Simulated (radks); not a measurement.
A nucleus of charge 51.7 with 51 electrons, 51 electrons, occupied as [Kr] 4d10 5s2 5p3. Method: Dirac Kohn-Sham, PBE, spin-unpolarised, spherical densities, finite nucleus; open shells fill j = l - 1/2 first; Fermi nuclear charge, rms radius 4.6802 fm; computed with a radial shooting solver on a logarithmic mesh with Libxc functionals.

Normalised radial functions P(r) = r R(r) (large component), r in bohr:

```
   r/bohr * 4p1/2, o 4p3/2 (the largest magnitude, 1.23, reaches the edge; | marks zero, & curves that meet)
 0.001495                             &
 0.001994                             &
  0.00266                             &
 0.003576                             &
 0.004769                             o*
 0.006361                             |&
 0.008484                             |&
  0.01132                             | &
  0.01509                             | o*
  0.02013                             |   &
  0.02685                             |    o*
   0.0361                             |       &
  0.04814                             |        o*
  0.06421                             |         &
  0.08564                             |       &
   0.1142                             |* o
   0.1523                      *o     |
   0.2032              *o             |
    0.271               &             |
   0.3644                         o * |
    0.486                             |            o *
   0.6482                             |                         o*
   0.8645                             |                         &
    1.153                             |               *o
    1.538                             |      &
    2.051                             | &
    2.736                             &
    3.678                             &
    4.906                             &
    6.543                             &
    8.727                             &
```

4p1/2: eigenvalue -122.76 eV, 2 radial nodes at r = 0.120, 0.378 bohr, <r> = 0.811 bohr, 90 % of the charge inside 1.19 bohr. 4p3/2: eigenvalue -113.40 eV, 2 radial nodes at r = 0.126, 0.391 bohr, <r> = 0.839 bohr, 90 % of the charge inside 1.23 bohr.
